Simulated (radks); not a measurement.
The lanthanum ion La+, configuration [Xe] 5d1 7s1 (not the ground configuration). Method: Dirac Kohn-Sham, PBEsol, spin-unpolarised, spherical densities, finite nucleus; open shells are shared between the two j in proportion to 2j + 1; Fermi nuclear charge, rms radius 4.855 fm; computed with a radial shooting solver on a logarithmic mesh with Libxc functionals. Some entries of the table are withheld. Estimate them.

orbital,occ.,eigenvalue (hartree),<1/r> (bohr^-1),<r> (bohr)
1s1/2,2,-1422.440,61.99,(1)
2s1/2,2,-226.6390,14.58,0.1070
2p1/2,2,-213.8008,14.57,0.08993
2p3/2,4,-198.6296,13.25,0.09603
3s1/2,2,-48.72612,5.250,0.2850
3p1/2,2,-43.30893,5.164,0.2748
3p3/2,4,-40.35266,4.835,0.2868
3d3/2,4,-30.85084,4.699,0.2578
3d5/2,6,-30.21811,4.615,0.2616
4s1/2,2,-10.09413,2.172,0.6543
4p1/2,2,-8.10076,2.068,0.6747
4p3/2,4,-7.47009,1.961,0.7018
4d3/2,4,-4.20031,(2),(3)
4d5/2,6,-4.09084,(4),(5)
5s1/2,2,-1.75298,(6),1.554
5p1/2,2,-1.20931,0.7570,1.739
5p3/2,4,-1.11549,0.7198,1.815
5d3/2,0.4,-0.40916,(7),2.591
5d5/2,0.6,-0.40031,(8),2.629
7s1/2,1,-0.15097,0.1559,8.177

Answer. 
(1) 1s1/2 <r> (bohr): 0.02508
(2) 4d3/2 <1/r> (bohr^-1): 1.742
(3) 4d3/2 <r> (bohr): 0.7622
(4) 4d5/2 <1/r> (bohr^-1): 1.715
(5) 4d5/2 <r> (bohr): 0.7719
(6) 5s1/2 <1/r> (bohr^-1): 0.8555
(7) 5d3/2 <1/r> (bohr^-1): 0.4980
(8) 5d5/2 <1/r> (bohr^-1): 0.4904
